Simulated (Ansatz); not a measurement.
`CB1[SiH2][SiH2]1` and `SB1[SiH2][SiH2]1` differ in one atom or group.

Ansatz, PBE0-D4/def2-TZVP geometries, multiplicity 1. Each molecule was computed in one conformer, which needn't be the lowest.

| property | `CB1[SiH2][SiH2]1` |
| --- | --- |
| HOMO–LUMO gap (PBE0/def2-TZVPP) / eV | 4.94 |
| size of the dipole moment (ωB97M-V/def2-TZVPP) / D | 0.16 |
| LUMO energy (PBE/def2-TZVPP) / eV | -2.41 |
| LUMO energy (ωB97M-V/def2-TZVPP) / eV | 0.38 |
| HOMO–LUMO gap (B3LYP/def2-TZVPP) / eV | 4.60 |
| HOMO–LUMO gap (ωB97M-V/def2-TZVPP) / eV | 8.72 |

Q: What does the change do to each property? (Estimate.)

A: Computed: 
| property | `SB1[SiH2][SiH2]1` | shift |
| --- | --- | --- |
| HOMO–LUMO gap (PBE0/def2-TZVPP) / eV | 4.56 | -0.38 |
| size of the dipole moment (ωB97M-V/def2-TZVPP) / D | 0.77 | 0.61 |
| LUMO energy (PBE/def2-TZVPP) / eV | -2.96 | -0.55 |
| LUMO energy (ωB97M-V/def2-TZVPP) / eV | -0.19 | -0.57 |
| HOMO–LUMO gap (B3LYP/def2-TZVPP) / eV | 4.25 | -0.35 |
| HOMO–LUMO gap (ωB97M-V/def2-TZVPP) / eV | 8.39 | -0.33 |

With PBE0 the HOMO falls by 0.22 eV and the LUMO falls by 0.60 eV, so the gap narrows by about 0.38 eV. PBE moves the HOMO by -0.15 eV and ωB97M-V by -0.23 eV. The zero-point energy changes by -69.1 kJ/mol with -6 modes. Dipoles are sizes alone; their direction can turn.

B3LYP here is the variant with VWN-RPA as its local correlation; programs differ in this.
